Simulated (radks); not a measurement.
Valence configurations of Ti2+ (all share [Ar]). Method: scalar-relativistic Kohn-Sham, PBE, spin-unpolarised, spherical densities, finite nucleus; Fermi nuclear charge, rms radius 3.5921 fm; computed with a radial shooting solver on a logarithmic mesh with Libxc functionals. Energies are relative to 3d2; eigenvalues in eV.

| valence | E (eV) | e(3d) | e(4p) | e(4s) |
|---|---|---|---|---|
| 3d2 | 0.000 | -19.680 | - | - |
| 3d1 4p1 | 9.085 | -25.822 | -14.720 | - |
| 3d1 4s1 | 4.239 | -24.796 | - | -18.973 |
| 3d1.5 4p0.5 | 4.055 | -22.648 | -13.598 | - |
| 4p2 | 22.492 | - | -16.823 | - |
| 3d1.5 4s0.5 | 1.737 | -22.124 | - | -17.916 |
| 3d0.5 4s0.5 4p1 | 12.654 | -28.675 | -15.540 | -20.617 |
| 4s2 | 11.891 | - | - | -21.119 |
| 3d1 4s0.5 4p0.5 | 6.658 | -25.312 | -14.432 | -19.279 |
| 3d0.5 4s1 4p0.5 | 10.119 | -28.175 | -15.276 | -20.338 |

NIST lists [Ar] 3d2 as the ground configuration; this level of theory agrees among the configurations tried. The energies are those of spherical spin-averaged densities, not of single terms.
